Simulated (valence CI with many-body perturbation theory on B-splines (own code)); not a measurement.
Values are calculated unless marked as measured or tabulated.
# Cr¹⁰⁺: configurations and terms from energies and g

Method: valence CI with perturbative core correlation (CI+MBPT): four valence electrons over a frozen Dirac-Fock core [Ne], a basis of 11 s, 11 p, 9 d, 7 f, 5 g, 2 h, 1 i functions for each j, with the one-electron correlation potential Σ1 (screened to all orders), the two-electron term Σ2, the three-electron term Σ3, Breit, model QED; selected single and double excitations, second order for the rest, scaled by the run's own slope (own B-spline code, finite nucleus).

No measured spectrum was set against this ion. As an estimate, levels of excited configurations hold to 0.05 to 0.15 % of their energy, terms of the ground configuration to about 0.5 %.

```csv
No.,J,Parity,E (cm⁻¹),g
2,1,even,5538,1.501
3,2,even,12003,1.475
4,2,even,37102,1.025
6,2,odd,178210,1.998
7,1,odd,242350,0.519
8,2,odd,242460,1.177
9,3,odd,243930,1.333
11,1,odd,278500,1.483
12,2,odd,278790,1.477
14,1,odd,356830,1.831
15,2,odd,368690,0.668
16,1,odd,372890,1.167
17,3,odd,373050,1.083
18,4,odd,379370,1.250
```

Energies count from the lowest level. Strongly mixed levels and levels close to another of their J and parity, and those with J = 0 are left out, so the numbers can have gaps.

(1) Give configuration and LS term of each level.

## Answers

(1) 2: 3s²3p² ³P; 3: 3s²3p² ³P; 4: 3s²3p² ¹D; 6: 3s3p³ ⁵S°; 7: 3s3p³ ³D°; 8: 3s3p³ ³D°; 9: 3s3p³ ³D°; 11: 3s3p³ ³P°; 12: 3s3p³ ³P°; 14: 3s3p³ ³S°; 15: 3s²3p3d ³F°; 16: 3s3p³ ¹P°; 17: 3s²3p3d ³F°; 18: 3s²3p3d ³F°.
